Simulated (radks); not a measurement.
The numbers below are computed, except where a source is named.
Ionisation of the antimony ion Sb+, [Kr] 4d10 5s2 5p2, to Sb2+, [Kr] 4d10 5s2 5p1, under several functionals. Dirac Kohn-Sham, spin-unpolarised, spherical densities, point nucleus; open shells are shared between the two j in proportion to 2j + 1; a radial shooting solver on a logarithmic mesh with Libxc functionals.

PW91: E(Sb+) (hartree) -6484.12480; Exc (hartree) -171.31499; IE (eV) 16.068; -e(HOMO) (eV) 11.829; <r> HOMO (bohr) 2.702; IE error (eV) -0.558
OLYP: E(Sb+) (hartree) -6485.72281; Exc (hartree) -173.02103; IE (eV) 15.729; -e(HOMO) (eV) 11.528; <r> HOMO (bohr) 2.716; IE error (eV) -0.897
XLYP: E(Sb+) (hartree) -6484.40239; Exc (hartree) -171.58556; IE (eV) 15.955; -e(HOMO) (eV) 11.687; <r> HOMO (bohr) 2.720; IE error (eV) -0.671
Wu-Cohen GGA: E(Sb+) (hartree) -6482.42848; Exc (hartree) -169.59686; IE (eV) 16.059; -e(HOMO) (eV) 11.814; <r> HOMO (bohr) 2.687; IE error (eV) -0.567
exchange-only PBE: E(Sb+) (hartree) -6480.51683; Exc (hartree) -167.65185; IE (eV) 15.149; -e(HOMO) (eV) 10.932; <r> HOMO (bohr) 2.758; IE error (eV) -1.477
BLYP: E(Sb+) (hartree) -6483.83913; Exc (hartree) -171.01551; IE (eV) 15.934; -e(HOMO) (eV) 11.666; <r> HOMO (bohr) 2.714; IE error (eV) -0.692

NIST Atomic Spectra Database: 16.63 eV (measured). Closest: PW91. The Delta-SCF values span 0.92 eV, the total energies 5.21 hartree. The highest occupied level is 5p3/2. Spin polarisation and multiplet splitting are left out, so open shells lie too high by an amount that depends on their filling. Sharing an open shell by 2j + 1 raises it above the true ground level by a part of the spin-orbit splitting, which enters the differences from NIST.

Beside tabulated values, note that spin-unpolarised runs miss the spin-polarisation part of the exchange energy of open shells.
